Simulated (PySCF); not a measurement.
## Ionisation energy of Kr⁺ by level of theory

Kr⁺ [Ar] 3d10 4s2 4p5 (2P) → Kr²⁺ [Ar] 3d10 4s2 4p4 (3P), as a difference of total energies. Computed with PySCF 2.14 in 6-31G* (5s4p3d, 32 functions), with no relativity, point nucleus. Correlated levels: valence: [Ar] 3d10 frozen. The calculations carry no spin-orbit coupling.

```tsv
method	ionisation energy (eV)
UHF	23.263
B3LYP	24.517
BP86	24.512
MP2 (valence)	23.774
SCS-MP2 (valence)	23.746
CCSD (valence)	23.728
CCSD(T) (valence)	23.734
```

How much does correlation contribute at CCSD(T) (valence)?

23.734 − (23.263) = 0.471 eV, measured against UHF.

These non-relativistic numbers lack the scalar-relativistic shift.

The reference lies between the lowest fine-structure levels, while these numbers refer to the centres of the terms.

Errors of the correlated levels include the incompleteness of this basis and the frozen core.

For comparison: 24.360 eV (measured; NIST Atomic Spectra Database, ionization energies).
